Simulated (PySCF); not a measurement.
C2H7FSi3, SMILES [SiH3][SiH2]C#C[SiH2]F.

Geometry optimised at PBE-D3(BJ)/def2-SVP. The structure was generated by enumeration, and PubChem lists no compound with its InChIKey, so it may never have been made.

These are TDA-PBE/def2-SVPD (PySCF 2.14.0) values and carry that method's errors.

Vertical excitations. Isolated molecule, no solvent.

Computed UV-visible absorptions:
| state | energy (eV) | λ (nm) | f | main pairs |
|---|---|---|---|---|
| S1 | 4.96 | 250 | 0.000 | HOMO−1→LUMO 94 % |
| S2 | 5.11 | 243 | 0.108 | HOMO→LUMO 75 %, HOMO−1→LUMO+1 23 % |
| S3 | 5.23 | 237 | 0.003 | HOMO→LUMO+1 94 % |
| S4 | 5.93 | 209 | 0.226 | HOMO−2→LUMO 61 %, HOMO−1→LUMO+1 29 % |
| S5 | 6.21 | 200 | 0.000 | HOMO−3→LUMO 92 % |
| S6 | 6.30 | 197 | 0.002 | HOMO−2→LUMO+1 86 % |
| S7 | 6.37 | 195 | 0.012 | HOMO→LUMO+2 90 % |
| S8 | 6.39 | 194 | 0.001 | HOMO−4→LUMO 83 % |
| S9 | 6.41 | 194 | 0.000 | HOMO−1→LUMO+2 87 % |
| S10 | 6.45 | 192 | 0.121 | HOMO−5→LUMO 83 % |
| T1 | 4.17 | 297 | 0 | HOMO→LUMO 80 % |
| T2 | 4.52 | 274 | 0 | HOMO−1→LUMO 73 %, HOMO→LUMO+1 24 % |
| T3 | 4.61 | 269 | 0 | HOMO−1→LUMO+1 83 %, HOMO→LUMO 14 % |
| T4 | 5.00 | 248 | 0 | HOMO→LUMO+1 75 %, HOMO−1→LUMO 25 % |
Triplets are in the Tamm–Dancoff approximation.
